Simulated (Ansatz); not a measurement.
A made-up structure of CH$_{5}$NSn, closed shell:

```
atom    x (Å)    y (Å)    z (Å)
  N1  -1.3020   0.9817  -0.8281
  C2  -0.4791   0.0212  -0.8221
 Sn3   0.7518  -0.2732   0.9252
  H4  -1.8290   1.0233  -1.7049
  H5  -0.3679  -0.6683  -1.6731
  H6  -1.2566   1.7518  -0.1608
  H7   2.3975  -0.1725   0.4754
  H8   0.4635  -1.8345   1.5579
```

It is relaxed with PBE-D4/def2-SVP and then PBE0-D4/def2-TZVP (Ansatz 0.2.0). Atoms count as bonded within 1.22 times the sum of their covalent radii (H–H: 0.88 Å). The end point is not checked to be a true minimum.

Does its bonding change? (A judgement: the text doesn't fix the answer.)

By the calculation: No: no bond forms or breaks.

Where it ends: The first stage lowers the energy by 1.50 eV in 21 steps. It ends as CH₅NSn ([NH2][CH][SnH2]):
```csv
atom,x (Å),y (Å),z (Å)
N1,-0.9271,0.9458,-1.0531
C2,-0.7039,-0.2170,-0.4959
Sn3,0.4880,-0.5776,1.2874
H4,-1.6713,1.1183,-1.7143
H5,-1.3898,-0.9854,-0.8605
H6,-0.3443,1.7354,-0.8130
H7,1.5980,0.7317,0.8740
H8,1.3288,-1.9217,0.5448
```

Labels in which every atom is bracketed show which atoms are joined, not bond orders.

For scale, one of the runs: PBE0-D4/def2-TZVP relaxation, 142 basis functions, launched by `ansatz run in.yaml --threads 2 --pin off --events-out ev --progress --plain --max-ram 4352MiB`. Hardware: 2 CPU threads of an Intel Xeon Platinum 8259CL, shared host. Wall time about 79 s.
